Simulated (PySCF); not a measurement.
Species: C₇H₁₂.
SMILES with atom numbers: `[CH3:1][CH:2]([CH3:3])[C@H:4]1[C@@H:5]2[CH2:6][C@H:7]12` (hydrogens: H8, H9, H10 on C1; H11 on C2; H12, H13, H14 on C3; H15 on C4; H16 on C5; H17, H18 on C6; H19 on C7)

A PySCF run (density fitting, gas phase, GFN2-xTB geometry) gave HOMO -6.74 eV, LUMO 1.61 eV, dipole 0.68 D.

Problem. Which of these levels was it?
A. PBE0/ANO-RCC-VDZP
B. HF/def2-SVP
C. B97-2/6-311G**

Solution. C. It is B97-2/6-311G**. All candidates on this geometry:

```tsv
level and settings	kind	basis functions	SCF cycles	E (Eh)	HOMO (eV)	LUMO (eV)	dipole (D)
PBE0/ANO-RCC-VDZP, fitting basis def2-qzvpp-jkfit, level shift 0.3 Eh	global hybrid	158	11	-273.6374	-6.93	0.60	0.63
B97-2/6-311G**, level shift 0.3 Eh, energy threshold 1e-08 Eh	global hybrid	198	10	-273.8693	-6.74	1.61	0.68
HF/def2-SVP	Hartree–Fock	158	9	-271.7853	-9.80	4.85	0.67
```

The nearest other candidate, by the summed differences of HOMO and LUMO, is PBE0/ANO-RCC-VDZP: its HOMO differs by -0.19 eV and its LUMO by -1.01 eV. All basis functions are spherical, in the Pople sets too. ANO-RCC sets were contracted for a scalar-relativistic Hamiltonian, but ran non-relativistically here.

Shape of the structure used: `[CH3:1][CH:2]([CH3:3])[C@H:4]1[C@@H:5]2[CH2:6][C@H:7]12`: C1–C2–C4–C5 84°.
